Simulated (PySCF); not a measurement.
WO2Cl2, SMILES [Cl][W](=[O])([Cl])=[O], multiplicity 1. The structure is a stationary point at PBE0-D3(BJ)/def2-SVP. The spin state was assumed, not searched. The isomer is the one that the SMILES or the coordinates give; other isomers of the formula were not compared. The def2 effective core potentials stand for the cores of W; spin–orbit coupling is left out.

Question: Give the equilibrium geometry at PBE0-D3(BJ)/def2-SVP (PySCF confirms it by a frequency run) as bond lengths and angles, and its point group. (An estimate is asked for; the answer gives what the named calculation found.)

Answer: point group C2v.
Atoms: W1 O2 O3 Cl4 Cl5. Bonds (Å): W1–O2 1.691, W1–O3 1.691, W1–Cl4 2.268, W1–Cl5 2.268. Angles (°): O2–W1–O3 106.0, O2–W1–Cl4 108.9, O2–W1–Cl5 108.9, O3–W1–Cl4 108.9, O3–W1–Cl5 108.9, Cl4–W1–Cl5 114.9.
